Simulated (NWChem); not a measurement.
System: CCl3, doublet; SMILES Cl[C](Cl)Cl

Output (shortened):

```
             Northwest Computational Chemistry Package (NWChem) 7.3.0
             --------------------------------------------------------

 C3  symmetry detected

                             Geometry "geometry" -> ""
                             -------------------------

 Output coordinates in angstroms (scale by  1.889725989 to convert to a.u.)

  No.       Tag          Charge          X              Y              Z
 ---- ---------------- ---------- -------------- -------------- --------------
    1 Cl                  17.0000    -1.34734717     1.01404716    -0.03116379
    2 C                    6.0000    -0.00000000    -0.00000000     0.26489221
    3 Cl                  17.0000    -0.20451702    -1.67386046    -0.03116379
    4 Cl                  17.0000     1.55186419     0.65981330    -0.03116379

 Effective nuclear repulsion energy (a.u.)     251.6593739911

      Symmetry information
      --------------------

 Group name             C3
 Group number              5
 Group order               3
 No. of unique centers     2

                                 NWChem DFT Module
                                 -----------------

 Summary of "ao basis" -> "ao basis" (spherical)
 ------------------------------------------------------------------------------
       Tag                 Description            Shells   Functions and Types
 ---------------- ------------------------------  ------  ---------------------
 Cl                         def2-svp                 8       18   4s3p1d
 C                          def2-svp                 6       14   3s2p1d

      Symmetry analysis of basis
      --------------------------

        a          24
        e+         22
        e-         22

  Rotation of axis

            General Information
            -------------------
          SCF calculation type: DFT
          Wavefunction type:  spin polarized.
          No. of atoms     :     4
          No. of electrons :    57
           Alpha electrons :    29
            Beta electrons :    28
          Charge           :     0
          Spin multiplicity:     2
          Use of symmetry is: on ; symmetry adaption is: on
          Maximum number of iterations: 150
          AO basis - number of functions:    68
                     number of shells:    30
          Convergence on energy requested:  1.00D-06
          Convergence on density requested:  1.00D-05
          Convergence on gradient requested:  5.00D-04

              XC Information
              --------------
                         MN15 Method XC Functional
                     Hartree-Fock (Exact) Exchange  0.440
                          MN15 Exchange Functional  1.000
                        MN15 Correlation Potential  1.000

             Grid Information
             ----------------
          Grid used for XC integration:  coarse
          Radial quadrature: Mura-Knowles
          Angular quadrature: Lebedev.
          Tag              B.-S. Rad. Rad. Pts. Rad. Cut. Ang. Pts.
          ---              ---------- --------- --------- ---------
          Cl                  1.00       70           8.0       302
          C                   0.70       35           6.0       302
          Grid pruning is: on
          Number of quadrature shells:   105
          Spatial weights used:  Erf1

      Superposition of Atomic Density Guess
      -------------------------------------

 Sum of atomic energies:       -1415.59536813

      Non-variational initial energy
      ------------------------------

 Total energy =   -1416.606805
 1-e energy   =   -2457.585829
 2-e energy   =     789.319650
 HOMO         =      -0.075901
 LUMO         =       0.075523

   Symmetry analysis of molecular orbitals - initial alpha
   -------------------------------------------------------

  Numbering of irreducible representations:

     1 a           2 e+          3 e-

  Orbital symmetries:

     1 e+          2 e+          3 a           4 a           5 a
     6 e+          7 e+          8 a           9 e+         10 e+
    11 a          12 e+         13 e+         14 a          15 e+
    16 e+         17 a          18 e+         19 e+         20 a
    21 e+         22 e+         23 a          24 e+         25 e+
    26 e+         27 e+         28 a          29 a          30 a
    31 e+         32 e+         33 a          34 e+         35 e+
    36 a          37 a          38 e+         39 e+

   Symmetry analysis of molecular orbitals - initial beta
   ------------------------------------------------------

  Numbering of irreducible representations:

     1 a           2 e+          3 e-

  Orbital symmetries:

     1 e+          2 e+          3 a           4 a           5 a
     6 e+          7 e+          8 a           9 e+         10 e+
    11 a          12 e+         13 e+         14 a          15 e+
    16 e+         17 a          18 e+         19 e+         20 a
    21 e+         22 e+         23 a          24 e+         25 e+
    26 e+         27 e+         28 a          29 a          30 a
    31 e+         32 e+         33 a          34 e+         35 e+
    36 a          37 a          38 e+         39 e+

     ---------------------------------------------
      Total Density - Mulliken Population Analysis
     ---------------------------------------------

    Atom       Charge   Shell Charges
 -----------   ------   -------------------------------------------------------
    1 Cl  17    17.19   2.00  1.99  1.22  0.71  5.94  2.12  3.17  0.03
    2 C    6     5.44   1.99  0.94  0.28  1.34  0.83  0.06
    3 Cl  17    17.19   2.00  1.99  1.22  0.71  5.94  2.12  3.17  0.03
    4 Cl  17    17.19   2.00  1.99  1.22  0.71  5.94  2.12  3.17  0.03

     --------------------------------------------
      Spin Density - Mulliken Population Analysis
     --------------------------------------------

    Atom       Charge   Shell Charges
 -----------   ------   -------------------------------------------------------
    1 Cl  17     0.11   0.00  0.00  0.00 -0.00  0.00  0.05  0.05  0.01
    2 C    6     0.67   0.00  0.07  0.07  0.30  0.23  0.00
    3 Cl  17     0.11   0.00  0.00  0.00 -0.00  0.00  0.05  0.05  0.01
    4 Cl  17     0.11   0.00  0.00  0.00 -0.00  0.00  0.05  0.05  0.01

   convergence    iter        energy       DeltaE   RMS-Dens  Diis-err
 ---------------- ----- ----------------- --------- --------- ---------
 d= 0,ls=0.0,diis     1  -1417.5924292870 -1.67D+03  1.35D-02  4.16D-01
                                                     1.05D-02  3.78D-01
 d= 0,ls=0.0,diis     2  -1417.4980828070  9.43D-02  7.80D-03  4.82D-01
                                                     7.61D-03  5.03D-01
 d= 0,ls=0.0,diis     3  -1417.7224375025 -2.24D-01  2.29D-03  3.09D-02
                                                     1.72D-03  2.42D-02
 d= 0,ls=0.0,diis     4  -1417.7368350724 -1.44D-02  6.94D-04  5.57D-04
                                                     3.59D-04  6.83D-04
 d= 0,ls=0.0,diis     5  -1417.7372698562 -4.35D-04  4.35D-04  5.13D-05
                                                     1.37D-04  4.95D-05
  Resetting Diis
 d= 0,ls=0.0,diis     6  -1417.7373675013 -9.76D-05  2.13D-04  6.21D-06
                                                     5.19D-05  4.62D-06
 d= 0,ls=0.0,diis     7  -1417.7373821989 -1.47D-05  3.46D-05  9.77D-07
                                                     1.84D-05  8.88D-07
 d= 0,ls=0.0,diis     8  -1417.7373833016 -1.10D-06  1.94D-05  2.42D-07
                                                     7.89D-06  3.23D-07
 d= 0,ls=0.0,diis     9  -1417.7373835790 -2.77D-07  1.60D-05  1.22D-07
                                                     4.04D-06  5.12D-08
 d= 0,ls=0.0,diis    10  -1417.7373836896 -1.11D-07  8.47D-06  3.04D-08
                                                     4.14D-06  5.53D-08

         Total DFT energy =    -1417.737383689624
      One electron energy =    -2458.115240504834
           Coulomb energy =      878.469088016895
    Exchange-Corr. energy =      -89.750605192771
 Nuclear repulsion energy =      251.659373991086

 Numeric. integr. density =       56.999980635783

                  Occupations of the irreducible representations
                  ----------------------------------------------

                     irrep           alpha         beta
                     --------     --------     --------
                     a                11.0         10.0
                     e+               18.0         18.0
                     e-                0.0          0.0

                    DFT Final Alpha Molecular Orbital Analysis
                    ------------------------------------------

 Vector   27  Occ=1.000000D+00  E=-3.845039D-01  Symmetry=e+
              MO Center=  3.6D-01, -2.4D-01,  3.4D-03, r^2= 3.7D+00
   Bfn.  Coefficient  Atom+Function         Bfn.  Coefficient  Atom+Function
  ----- ------------  ---------------      ----- ------------  ---------------
    63     -0.355853  4 Cl pz                45      0.344482  3 Cl pz
    60     -0.290320  4 Cl pz                42      0.281048  3 Cl pz
    12     -0.192126  1 Cl py                62     -0.184730  4 Cl py
    44     -0.174452  3 Cl py                57     -0.163453  4 Cl pz
     9     -0.159031  1 Cl py                39      0.158232  3 Cl pz

[...]

                         DFT ENERGY GRADIENTS

    atom               coordinates                        gradient
                 x          y          z           x          y          z
   1 Cl     -2.546117   1.916271  -0.058891   -0.003250   0.002518  -0.001282
   2 C      -0.000000  -0.000000   0.500574   -0.000000  -0.000000   0.003845
   3 Cl     -0.386481  -3.163138  -0.058891   -0.000556  -0.004073  -0.001282
   4 Cl      2.932598   1.246866  -0.058891    0.003806   0.001555  -0.001282
```

Level: MN15/def2-SVP, spin-unrestricted. In the optimisation the excess spin sits in a (C3, its own frame). All runs use the structure optimised with PBE0/def2-SVP, spin-unrestricted. No stability test was run on the SCF state.

Question: Write an input that gives this output.

Answer: Several could match; the one computed here: the input that was run:
```
start job
memory heap 200 mb stack 700 mb global 900 mb
geometry units angstroms noautoz
  Cl    -1.632276    -0.423451    -0.024816
  C      0.000000     0.000000     0.271240
  Cl     1.182858    -1.201867    -0.024816
  Cl     0.449418     1.625318    -0.024816
end
basis spherical
  Cl library def2-svp
  C library def2-svp
end
dft
  odft
  mult 2
  xc mn15
  grid coarse
  iterations 150
  mulliken
end
task dft gradient
```
